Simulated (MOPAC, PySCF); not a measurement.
C$_{3}$H$_{3}$NS, SMILES `c1cscn1`, neutral singlet in the gas phase. 

Cartesian coordinates (Å):
SMILES: c1cscn1
```xyz
8

C     -0.6266    -0.7624     0.0153
C     -0.9979     0.5463    -0.0283
S      0.3930     1.5314    -0.0411
C      1.3700     0.1223     0.0128
N      0.7162    -0.9966     0.0384
H     -1.3127    -1.5987     0.0321
H     -1.9916     0.9646    -0.0528
H      2.4495     0.1930     0.0236
```
Charge 0, spin multiplicity 1.

All levels are single points at this geometry (PBE0-D4/def2-TZVP); Pople sets use spherical d functions. Orbital energies aren't observables, and empty levels follow the basis.

| level | HOMO (eV) | LUMO (eV) | gap (eV) | dipole (D) | vertical IE, Delta-SCF (eV) |
|---|---|---|---|---|---|
| PBE0-D4/def2-TZVP in PySCF | -7.35 | -0.81 | 6.55 | 1.59 | 9.49 |
| B3LYP/3-21G in PySCF | -7.12 | -0.67 | 6.45 | 1.46 | – |
| B3LYP/6-311+G** in PySCF | -7.19 | -1.08 | 6.11 | 1.73 | – |
| B3LYP/6-31G* in PySCF | -6.87 | -0.64 | 6.23 | 1.47 | 9.34 |
| BP86/6-31G* in PySCF | -6.15 | -1.48 | 4.67 | 1.40 | – |
| SVWN5/6-31G* in PySCF | -6.22 | -1.56 | 4.66 | 1.44 | – |
| HF/3-21G in PySCF | -9.71 | 3.11 | 12.82 | 1.55 | – |
| HF/STO-3G in PySCF | -7.62 | 6.69 | 14.31 | 2.07 | – |
| AM1 in MOPAC | -9.83 | -0.20 | 9.63 | 1.82 | – |
